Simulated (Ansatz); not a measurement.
C2H4N (SMILES [CH]=NC) moved off its minimum; all values from Ansatz (a program for electronic structure), cores frozen in correlated methods. Open shells are unrestricted.
(charge 0, multiplicity 2)
```xyz
7

C      1.2788    -0.0700    -0.1880
N      0.2714    -0.4389    -0.3095
C     -1.0346     0.2944     0.2053
H      1.8713     0.7036     0.3840
H     -1.7303     0.6088    -0.6221
H     -1.5844    -0.4199     0.8410
H     -0.8729     1.1225     0.8893
```

```
level                largest force (eV/Å)  on atom  rms difference from CCSD(T)/aug-cc-pVDZ (eV/Å)  dipole (D)
-------------------  --------------------  -------  ----------------------------------------------  ----------
HF/def2-TZVPP                       18.79       N2                                           1.161        2.28
PBE/def2-TZVPP                      19.12       C1                                           0.975        1.95
r2SCAN/def2-TZVPP                   18.75       C1                                           1.109        2.02
B3LYP/def2-TZVPP                    18.49       C1                                           1.205        2.05
wB97M-V/def2-TZVPP                  18.72       C1                                           1.114        2.16
MP2/aug-cc-pVDZ                     21.95       N2                                           0.162        2.19
CCSD(T)/aug-cc-pVDZ                 22.18       C1                                           0.000        2.06
```

The differences count from one level among others, with limits of its own. Forces at CCSD(T)/aug-cc-pVDZ (eV/Å):

```
atom       Fx      Fy      Fz
----  -------  ------  ------
C1     20.918   6.823   2.816
N2    -21.345  -5.589  -2.203
C3     -0.805  -1.212  -0.254
H4     -0.508  -0.090  -0.379
H5      0.877  -0.346   0.242
H6     -0.009  -0.414  -0.287
H7      0.871   0.830   0.065
```
